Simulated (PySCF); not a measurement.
PySCF input for FHI2OSi, SMILES O[Si](F)(I)I, PBE-D3(BJ)/def2-SVP. Geometry: PBE-D3(BJ)/def2-SVP. This is a generated structure with no PubChem entry under its InChIKey; it may be hypothetical. The def2 effective core potentials stand for the cores of I; spin–orbit coupling is left out. The values are those of a single conformer.

```python
import numpy as np
from pyscf import gto, scf, dft, df
from pyscf.hessian import thermo

mol = gto.M(
    atom='''
    O    -1.64260405   -1.57574517   -0.43486388
    Si   -0.59817811   -0.57384053    0.36891659
    F    -0.76457273   -0.75327430    1.98029186
    I     1.65303905   -1.24248356   -0.24868633
    I    -1.06868925    1.78408639   -0.11102788
    H    -2.57405914   -1.28575285   -0.44369539
    ''',
    basis='def2-SVP',
    ecp={'I': 'def2-svp'},
    charge=0,
    spin=0,
    max_memory=1600,
    verbose=3,
)
mf = dft.RKS(mol, xc='pbe').density_fit(auxbasis='def2-universal-jkfit')
mf.disp = 'd3bj'
mf.grids.level = 3
mf.conv_tol = 1e-11
mf.max_cycle = 100
mf.kernel()

# analytic Hessian; the response equations are solved on a coarser grid
h, args, fine = mf.Hessian(), (mf.mo_energy, mf.mo_coeff, mf.mo_occ), mf.grids
h.max_memory = max(150, 2.5e-5 * df.make_auxmol(mol, mf.with_df.auxbasis).nao * mol.nelec[0] * (mol.nelec[0] + mol.nao))  # MB; small integral blocks
h1ao = h.make_h1(mf.mo_coeff, mf.mo_occ)
mf.grids = dft.Grids(mol).set(level=1).build(with_non0tab=True)
mo1, mo_e1 = h.solve_mo1(*args, h1ao)
mf.grids = fine
hess = h.hess_elec(*args, mo1, mo_e1, h1ao) + h.hess_nuc()
if mf.do_disp():
    hess += h.get_dispersion()
for i in range(mol.natm):  # the analytic DFT Hessian lacks the response of the grid: restore translational invariance
    hess[i, i] -= hess[i].sum(axis=0)
hess = (hess + hess.transpose(1, 0, 3, 2)) / 2
vib = thermo.harmonic_analysis(mol, hess, imaginary_freq=False)
thermo.dump_normal_mode(mol, vib)
th = thermo.thermo(mf, vib['freq_au'][vib['freq_au'] > 0], 298.15, 101325)
thermo.dump_thermo(mol, th)
g0 = mf.nuc_grad_method().set(verbose=0).kernel()

# dipole derivatives [dipole axis, atom, xyz] from the same response
r, irp = mol.intor('int1e_r'), mol.intor('int1e_irp').reshape(3, 3, mol.nao, mol.nao)
sl, dm0, ok = mol.aoslice_by_atom(), np.array(mf.make_rdm1()), []
dmu = np.einsum('a,xt->xat', mol.atom_charges(), np.eye(3))
for a, (_, _, p0, p1) in enumerate(sl):
    dmu[:, a] += 2 * np.einsum('xtij,ij->xt', irp[:, :, :, p0:p1], dm0.reshape(-1, mol.nao, mol.nao).sum(0)[:, p0:p1])
    for u, c, occ, f in [(mo1, mf.mo_coeff, mf.mo_occ, 4)]:
        dmu[:, a] -= f * np.einsum('tui,xuv,vi->xt', u[a], r, c[:, occ > 0], optimize=True)
L = vib['norm_mode']
ir = 974.8801 * (np.einsum('xat,kat->kx', dmu, L) ** 2).sum(1)       # km/mol
apt = np.einsum('xax->a', dmu) / 3
print('mode   freq/cm-1   IR/(km/mol)')
for k, w in enumerate(vib['freq_wavenumber']):
    print(f'{k + 1:4d} {w:11.2f} {ir[k]:13.3f}')
print('max |gradient| / (hartree/bohr):', abs(g0).max())
print('APT charges:', apt.round(4))
```

Program output:

```
converged SCF energy = -1060.17955567665

WARN: DFTD3 does not support analytical Hessian, using finite difference


WARN: Mole.unit (angstrom) is changed to Bohr

Mode                                 0                   1                   2
Irrep
Freq [cm^-1]                       76.9002            127.7431            193.4747
Reduced mass [au]                  22.0671              2.4222             10.1688
Force const [Dyne/A]                0.0769              0.0233              0.2243
Char temp [K]                     110.6423            183.7938            278.3671
Normal mode                   x     y     z       x     y     z       x     y     z
       0   O                 0.03  0.04 -0.03    0.10 -0.08 -0.02   -0.08 -0.08  0.03
       1  Si                 0.04  0.03 -0.02    0.01  0.01 -0.01   -0.03 -0.02 -0.10
       2   F                 0.05  0.03 -0.02   -0.09  0.08 -0.01    0.10  0.04 -0.08
       3   I                 0.03 -0.05  0.01    0.00 -0.01 -0.01   -0.00  0.00  0.02
       4   I                -0.05  0.03  0.01   -0.00  0.01  0.01    0.00  0.01  0.01
       5   H                 0.05  0.11 -0.12   -0.02 -0.45  0.42   -0.10 -0.15  0.15
Mode                                 3                   4                   5
Irrep
Freq [cm^-1]                      195.4521            212.3286            224.1655
Reduced mass [au]                   3.5922              5.5067              3.9931
Force const [Dyne/A]                0.0809              0.1463              0.1182
Char temp [K]                     281.2120            305.4935            322.5242
Normal mode                   x     y     z       x     y     z       x     y     z
       0   O                -0.02 -0.00 -0.00    0.14 -0.06 -0.06   -0.00  0.14 -0.09
       1  Si                -0.01  0.00 -0.02    0.02  0.01  0.00    0.03  0.03 -0.01
       2   F                -0.05  0.16 -0.01    0.09  0.00  0.01    0.05  0.04 -0.00
       3   I                 0.00  0.00 -0.01   -0.04  0.01  0.01   -0.01  0.01  0.01
       4   I                 0.01 -0.03  0.02    0.01 -0.00  0.00    0.00 -0.04  0.00
       5   H                 0.07  0.26 -0.41    0.15 -0.03 -0.35   -0.09 -0.12  0.44
Mode                                 6                   7                   8
Irrep
Freq [cm^-1]                      357.5590            443.4747            774.2151
Reduced mass [au]                  16.1631             11.2767              1.7498
Force const [Dyne/A]                1.2175              1.3067              0.6180
Char temp [K]                     514.4477            638.0613           1113.9232
Normal mode                   x     y     z       x     y     z       x     y     z
       0   O                 0.03  0.01  0.12    0.02 -0.01  0.01   -0.03 -0.11 -0.07
       1  Si                 0.08  0.08 -0.05   -0.12  0.13  0.01    0.01  0.06 -0.01
       2   F                -0.05 -0.05 -0.09    0.02 -0.02  0.00   -0.00 -0.01  0.05
       3   I                -0.01  0.00  0.00    0.02 -0.01 -0.00    0.00 -0.00 -0.00
       4   I                 0.00 -0.01  0.00    0.00 -0.02  0.00    0.00 -0.00  0.00
       5   H                 0.06  0.11  0.03   -0.03 -0.19 -0.14    0.16  0.61  0.39
Mode                                 9                  10                  11
Irrep
Freq [cm^-1]                      851.1631            942.5503           3734.5263
Reduced mass [au]                   3.8946              7.9462              1.0665
Force const [Dyne/A]                1.6624              4.1593              8.7635
Char temp [K]                    1224.6342           1356.1200           5373.1518
Normal mode                   x     y     z       x     y     z       x     y     z
       0   O                 0.07  0.02  0.02    0.10  0.07  0.06    0.06 -0.02  0.00
       1  Si                -0.07 -0.04  0.07   -0.06 -0.04 -0.10    0.00 -0.00 -0.00
       2   F                 0.02  0.02 -0.14   -0.01 -0.01  0.09   -0.00 -0.00 -0.00
       3   I                 0.00 -0.00 -0.00    0.00 -0.00  0.00   -0.00  0.00  0.00
       4   I                 0.00  0.00 -0.00    0.00  0.00  0.00   -0.00 -0.00 -0.00
       5   H                 0.16  0.36  0.26    0.14  0.21  0.14   -0.93  0.27 -0.02
temperature 298.1500 [K]
pressure 101325.00 [Pa]
Rotational constants [GHz] 1.93909 0.45154 0.40503
Symmetry number 1
Zero-point energy (ZPE) 0.01853 [Eh]   48649.448 [J/mol]
                           tot       elec      trans        rot        vib
Entropy [J/mol/K]       385.266      0.000    180.604    130.472     74.190
Cv [J/mol/K]             91.282      0.000     12.472     12.472     66.338
Cp [J/mol/K]             99.596      0.000     20.786     12.472     66.338
Internal energy [J/mol]                      3718.434   3718.434  60428.694
Internal energy [Eh]   -1060.15371  -1060.17956
Enthalpy [J/mol]                             6197.391   3718.434  60428.694
Enthalpy [Eh]          -1060.15276
Gibbs free energy [J/mol]                  -47649.809 -35181.735  38308.961
Gibbs free energy [Eh] -1060.19651
mode   freq/cm-1   IR/(km/mol)
   1       76.90         1.709
   2      127.74        34.900
   3      193.47         3.509
   4      195.45        21.929
   5      212.33        12.446
   6      224.17        38.521
   7      357.56        52.191
   8      443.47       228.847
   9      774.22       278.666
  10      851.16       114.630
  11      942.55        74.695
  12     3734.53       104.287
max |gradient| / (hartree/bohr): 4.4378193256095345e-05
APT charges: [-0.8568  1.916  -0.6438 -0.3373 -0.3937  0.3154]
```

The run converged.

Cost: roughly 70 core-seconds.
